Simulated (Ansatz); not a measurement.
Ansatz (a program for electronic structure) input:

Ansatz 0.2 input:
```yaml
crystal:
  periodic: [false, false, false]
  atoms:
    - {symbol: Si, position_ang: [0.12753510, -0.47437447, 0.15961681]}
    - {symbol: O, position_ang: [-1.02200164, -0.92964470, -0.89408823]}
    - {symbol: C, position_ang: [-2.34959528, -1.22695611, -0.56003872]}
    - {symbol: O, position_ang: [-0.22352123, 0.83542404, 1.05824373]}
    - {symbol: C, position_ang: [-0.54431326, 2.11709770, 0.58415732]}
    - {symbol: O, position_ang: [1.34753367, -0.29098804, -0.89726865]}
    - {symbol: C, position_ang: [2.65640253, 0.07806487, -0.55983784]}
    - {symbol: O, position_ang: [0.41103246, -1.52004893, 1.37491397]}
    - {symbol: H, position_ang: [-2.79009391, -0.43798211, 0.05291033]}
    - {symbol: H, position_ang: [-2.91083766, -1.32343606, -1.48965054]}
    - {symbol: H, position_ang: [-2.40572259, -2.16495516, -0.00228158]}
    - {symbol: H, position_ang: [-1.45020339, 2.09456318, -0.02620511]}
    - {symbol: H, position_ang: [-0.70744827, 2.75456087, 1.45389545]}
    - {symbol: H, position_ang: [0.26745090, 2.52708399, -0.02122394]}
    - {symbol: H, position_ang: [3.19711675, 0.26392009, -1.48810448]}
    - {symbol: H, position_ang: [3.15135719, -0.72166989, -0.00369758]}
    - {symbol: H, position_ang: [2.66697931, 0.97946588, 0.05635373]}
    - {symbol: H, position_ang: [0.62033914, -2.42386847, 1.15554657]}
basis:
  gaussian:
    orbitals: def2-TZVP
hamiltonian:
  xc: b3lyp
  dispersion: d3bj
relax: {f_tol: 0.002, max_steps: 150}
```

Q: What final total energy does it print?

A: -711.13998 Eh (B3LYP-D3(BJ)/def2-TZVP). The basis has 314 functions. The run takes roughly 5 core-minutes.
